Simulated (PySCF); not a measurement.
# `[H][As@OH22+]([H])([H])[AlH2-]/[CH]=C\C#C`, C4H8AlAs

Geometry (Å), atoms numbered from 1 in this order:
```xyz
14

C    -2.6691    0.8375   -0.6210
C    -2.1293    0.7331    0.4563
C    -1.3779    0.5845    1.6440
C    -0.0737    0.2660    1.4918
Al    0.0213    0.1138   -0.4991
As    2.5918   -0.5411   -0.6068
H    -3.2561    0.9616   -1.4845
H    -1.9022    0.7399    2.5832
H     0.5005    0.1570    2.4133
H    -0.3982   -1.2438   -1.1594
H     0.2973    1.3315   -1.4431
H     2.1051   -1.8537   -0.0867
H     2.2976   -0.9846   -1.9965
H     3.9923   -1.1020   -0.7136
```

Level of theory: GIAO KT3/pcSseg-1 magnetisability, rotational g tensor and spin-rotation constants, non-relativistic, gas phase (PySCF). Geometry: GFN2-xTB.

The calculation is non-relativistic, which matters for the atoms heavier than Zn.

How diamagnetic is it, and how anisotropic?

Isotropic -1281 × 10⁻³⁰ J/T², or -77.1 × 10⁻⁶ cm³/mol; principal values -1356, -1264, -1222 × 10⁻³⁰ J/T², anisotropy 119 × 10⁻³⁰ J/T² (root of half the summed squared differences of the principal values). The susceptibility is in cgs units.

Split it along the inertial axes a, b, c into diamagnetic and paramagnetic parts about the centre of mass, with the quadrupole moment.


```csv
axis,χ (10⁻⁶ cm³/mol),diamagnetic (10⁻⁶ cm³/mol),paramagnetic (10⁻⁶ cm³/mol),summed x² of all electrons (Å²),quadrupole Θ (D Å)
a,-75.4,-359.1,283.7,359.0,+10.06
b,-74.5,-1603.0,1528.5,65.9,+2.15
c,-81.4,-1802.7,1721.2,18.8,-12.21
```
Anisotropies 2χaa − χbb − χcc = +5.1 and 2χbb − χaa − χcc = +7.9 × 10⁻⁶ cm³/mol. Θ is traceless in Buckingham's convention.

And the rotational g tensor?


| axis | rotational constant (GHz) | g | nuclear part | electronic part |
| --- | --- | --- | --- | --- |
| a | 5.3136 | -0.0670 | 0.6412 | -0.7082 |
| b | 0.7300 | -0.0079 | 0.5163 | -0.5242 |
| c | 0.6515 | -0.0024 | 0.5244 | -0.5268 |

Asymmetric top; isotopes 27Al, 75As, 12C, 1H; no vibrational averaging.
